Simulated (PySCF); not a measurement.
## Scalar relativity in Ar³⁺ (argon, charge +3)

[Ne] 3s2 3p3, high-spin 4S determinant; UHF calculated with PySCF 2.14 in dyall-av3z, once non-relativistic with a point nucleus and once with spin-free X2C-1e and a Gaussian nucleus.

```tsv
shell	ε non-rel. (eV)	ε X2C (eV)	rms r non-rel. (bohr, spins averaged)	rms r X2C (bohr, spins averaged)	change of radius (%)
1s α	-3277.6	-3290.7	0.09978	0.09912	-0.67
1s β	-3276.1	-3289.2	0.09978	0.09912	-0.67
2s α	-383.79	-386.19	0.4474	0.4451	-0.52
2s β	-382.43	-384.82	0.4474	0.4451	-0.52
2p α	-309.41	-309.52	0.4167	0.4160	-0.18
2p β	-306.86	-306.96	0.4167	0.4160	-0.18
3s α	-79.849	-80.171	1.396	1.391	-0.37
3s β	-67.431	-67.740	1.396	1.391	-0.37
3p α	-59.220	-59.227	1.500	1.499	-0.07
```

The total energy goes from -523.8655 to -525.6819 hartree.

Relativity contracts and stabilises s shells directly. The contracted s shells screen the nucleus better, so for spin-averaged p shells the direct and indirect effects partly cancel.
